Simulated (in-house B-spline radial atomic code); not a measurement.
RPA and G0W0 for Eu II (Eu+), [Xe] 4f7 6s1, highest spin, as one setting changes: the radius of a hard wall (bohr). Start: Hartree-Fock. A dash marks a level of low quasi-particle weight. Computed with an all-electron radial atomic-structure program (B-spline basis): all electrons, scalar-relativistic (spin-free one-electron X2C), finite nucleus, each spin shell either full or empty, empty states to l = 9 with an (l + 1/2)⁻⁴ tail; G0W0 by contour deformation at full frequency.

Without the two-electron picture change, the correlation of inner shells comes somewhat too large for so heavy an element.

RPA overbinds a lone outer s electron by self-correlation, and G0W0 tends to as well.

| radius of a hard wall (bohr) | mean-field level (eV) | G0W0 level (eV) | RPA correlation (Eh) |
| --- | --- | --- | --- |
| 4 | 1.436 | 6s up -0.553 | -4.9165 |
| 5 | ? | ? | ? |
| 6 | -9.086 | 6s up -10.317 | -4.8807 |
| 8 | ? | ? | ? |
| 12 | -10.484 | 6s up -11.390 | -4.8681 |

Problem. What belongs in the row for 8?

Solution. mean-field level (eV): -10.315; G0W0 level (eV): 6s up -11.312; RPA correlation (Eh): -4.8714.

Problem. What belongs in the row for 5?

Solution. mean-field level (eV): -6.537; G0W0 level (eV): 6s up -8.024; RPA correlation (Eh): -4.892.
